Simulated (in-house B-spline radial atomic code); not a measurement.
# RPA and G0W0 on Hartree-Fock: Te VI (Te5+)

Configuration [Kr] 4d10 5s1, highest spin, mean-field start Hartree-Fock. Computed with a B-spline radial code for spherical atoms: all electrons, non-relativistic, point nucleus, each spin shell either full or empty, empty states to l = 9 with an (l + 1/2)⁻⁴ tail; G0W0 by contour deformation at full frequency.

Without relativity these are model numbers: it shifts the levels of so heavy an element strongly and can reorder them.

Command:
```bash
python run_gw.py task.json out
```
Settings (radii: box in bohr, nucleus in fm):
```
Z                        52
electrons                47
configuration            [Kr] 4d10 5s1
hamiltonian              nr
method                   hf
lmax                     9
spin_polarised           True
box_radius               10.43
intervals                52
ion_configuration        [Kr] 4d10
```

Time taken, with all properties: 7.5 s on 1 thread of Arm Neoverse N1 (shared host).

Energies (hartree):

| term | value |
| --- | --- |
| mean-field total | -6606.53199 |
| Hartree-Fock functional on these orbitals | -6606.53199 |
| direct second order | -3.7742 |
| second-order exchange | 1.0491 |
| SOSEX correction | 0.99402 |

**Question.** What is the RPA correlation energy, and what remains with SOSEX?

**Answer.** RPA gives -3.4181 hartree (-1.98 eV per electron); RPA + SOSEX gives -2.424, and the second-order doubles (MP2) -2.7251 hartree. RPA lacks exchange-type terms and so overcorrelates at short range.

Quasi-particle levels (eV):

| level | occupied | mean field | Σx - vxc | Σc | QP weight | G0W0 |
| --- | --- | --- | --- | --- | --- | --- |
| 5s up | yes | -66.81 | 0.00 | ? | ? | ? |
| 4d down | yes | -111.66 | 0.00 | 0.04 | 0.968 | -111.62 |
| 4d up | yes | -111.94 | 0.00 | 0.06 | 0.966 | -111.88 |
| 5s down | no | -54.08 | 0.00 | -2.18 | 0.976 | -56.26 |

G0W0 = mean field + (Σx - vxc) + Σc, with Σc (partial-wave tail included) taken at the quasi-particle energy. Only the outer levels were computed. Levels of low weight are left out.

**Question.** Where does G0W0 put 5s up?

**Answer.** At -68.64 eV, with Σc = -1.83 eV and a quasi-particle weight of 0.981. The tabulated removal energy is 69.1 ± 2 eV (NIST, tabulated theory); the calculation leaves out relativity, Breit and QED terms, and what these don't explain is the method's own error.

**Question.** What does it cost to remove one electron (to [Kr] 4d10) by differences of total energies, each species on its own start (correlation terms add to the Hartree-Fock functional)?

**Answer.** Hartree-Fock functional 66.68 eV, + RPA 68.41 eV, + RPA + SOSEX 67.88 eV, + second order 68.46 eV. Tabulated: 69.1 ± 2 eV (NIST, tabulated theory); the calculation leaves out relativity, Breit and QED terms, and what these don't explain is the method's own error.
